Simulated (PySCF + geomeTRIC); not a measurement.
Species: Br3Ga, SMILES `[Br][Ga]([Br])[Br]` (charge 0, multiplicity 1).

Task: Give a relaxed geometry from PySCF + geomeTRIC with TPSSh-D3(BJ)/def2-TZVP.

Result: the end point of this relaxation (outside a Z-matrix the atoms follow the SMILES, hydrogens last).
Cartesian coordinates (Å) in one orientation:
```xyz
4

Br    -1.935    -1.183    -0.107
Ga    -0.003    -0.001    -0.034
Br    -0.055     2.247     0.250
Br     1.985    -1.069    -0.247
```
